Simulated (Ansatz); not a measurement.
Total energies of C2H4GeO (`C#[C][GeH2][OH]`).

```xyz
8

C    -1.468    1.491    1.037
C    -0.749    0.763    0.401
Ge    0.358   -0.355   -0.649
O     1.271   -1.325    0.528
H    -2.100    2.131    1.609
H     1.317    0.499   -1.496
H    -0.506   -1.266   -1.537
H     1.877   -1.939    0.107
```

Total charge 0; spin multiplicity 1. Correlated methods include outer-core shells of Ge, which these sets cover unevenly. Scalar relativity is left out up to krypton. The geometry is a stationary point of PBE0-D4/def2-TZVP. It is one conformer, not always the lowest. Basis def2-TZVPP, Ansatz.

RPA on PBE orbitals: Hartree–Fock energy of these orbitals -2228.26075 Eh, correlation -1.25215 Eh (frozen core).

```
 functional  energy without D4 (Eh)  D4 term (kJ/mol)
LDA (SPW92)             -2226.41902                 –
     B97M-V             -2230.45022                 –
```

Question: Give the same for PBE, revPBE, BLYP, r2SCAN, PBE0, B3LYP, r2SCANh, r2SCAN0, HSE06 (plane-wave form), BHLYP, CAM-B3LYP, LC-ωPBE, ωB97X-V, ωB97M-V, B2PLYP, PBE-QIDH. (An estimate is asked.)

Answer: Ansatz gave: 
```json
{"functional": "PBE", "energy without D4 (Eh)": "-2230.35407", "D4 term (kJ/mol)": "-13.5"}
{"functional": "revPBE", "energy without D4 (Eh)": "-2230.64942", "D4 term (kJ/mol)": "-39.9"}
{"functional": "BLYP", "energy without D4 (Eh)": "-2230.87126", "D4 term (kJ/mol)": "-29.7"}
{"functional": "r2SCAN", "energy without D4 (Eh)": "-2230.76240", "D4 term (kJ/mol)": "-3.2"}
{"functional": "PBE0", "energy without D4 (Eh)": "-2230.41394", "D4 term (kJ/mol)": "-11.4"}
{"functional": "B3LYP", "energy without D4 (Eh)": "-2230.90940", "D4 term (kJ/mol)": "-21.9"}
{"functional": "r2SCANh", "energy without D4 (Eh)": "-2230.74524", "D4 term (kJ/mol)": "-3.5"}
{"functional": "r2SCAN0", "energy without D4 (Eh)": "-2230.72085", "D4 term (kJ/mol)": "-3.8"}
{"functional": "HSE06 (plane-wave form)", "energy without D4 (Eh)": "-2230.40654", "D4 term (kJ/mol)": "-10.7"}
{"functional": "BHLYP", "energy without D4 (Eh)": "-2230.75244", "D4 term (kJ/mol)": "-17.2"}
{"functional": "CAM-B3LYP", "energy without D4 (Eh)": "-2230.91111", "D4 term (kJ/mol)": "-11.6"}
{"functional": "LC-ωPBE", "energy without D4 (Eh)": "-2230.47867", "D4 term (kJ/mol)": "–"}
{"functional": "ωB97X-V", "energy without D4 (Eh)": "-2230.61751", "D4 term (kJ/mol)": "–"}
{"functional": "ωB97M-V", "energy without D4 (Eh)": "-2230.68547", "D4 term (kJ/mol)": "–"}
{"functional": "B2PLYP", "energy without D4 (Eh)": "-2230.37715", "D4 term (kJ/mol)": "–"}
{"functional": "PBE-QIDH", "energy without D4 (Eh)": "-2230.06801", "D4 term (kJ/mol)": "–"}
```

B3LYP takes the VWN-RPA correlation (the form of Gaussian; ORCA's B3LYP/G). HSE06 is the plane-wave form, built on full-range PBE exchange. The double hybrids freeze the cores in their second-order part.

LC-ωPBE has ω = 0.4 bohr⁻¹.
